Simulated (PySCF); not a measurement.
Se(Br)(OH), HBrOSe, SMILES O[Se]Br, singlet at its PBE0/def2-SVP optimised geometry (Å):

```
4

Se    -0.9780    -1.0227     0.0000
Br     1.3566    -1.0227     0.0000
O     -1.3566     0.7191     0.0000
H     -1.3283     1.0227     0.9186
```

Calculation: PBE0/def2-TZVP (PySCF 2.14.0). Cells within 0.4 Å of a nucleus heavier than hydrogen are left out (blank, or x).

Map of the electron localisation function on the plane z = 0.0 Å:

```
|00000000000000000000000000000|
|00000000000000000000000000000|
|00000000000000000000000000000|
|00000000000000000000000000000|
|00000000000000000000000000000|
|00000000001000000000000000000|
|00000111222211000000000000000|
|00011234555442100000000000000|
|00123567788764100000000000000|
|00235788899975200001111000000|
|01357899xx9986100013332100000|
|0135799xxxx985100146665321000|
|01357999xx8973001468887532000|
|00246799889862003689998753100|
|00013567888642125899999864100|
|00001234542233357876789874200|
|00000123113213577522227875200|
|000012431xxx2268724xx33775210|
|000024633xxx427861xxxx2775210|
|000136742xxx3267715xx42775200|
|00014687224314567513226875200|
|00014688742244457875578874200|
|00013578887643236899999864100|
|00002457776531125799998753100|
|00001234554210014688887642000|
|00000012221100002567765421000|
|00000000000000001345543210000|
|00000000000000000122221000000|
|00000000000000000000000000000|
```
Scale: ten equal steps from 0.000 (start of '0') to 0.898 (end of '9'), in the order '0123456789'; x runs from -3.50 to 3.50, y from -3.50 (bottom) to 3.50 (top).
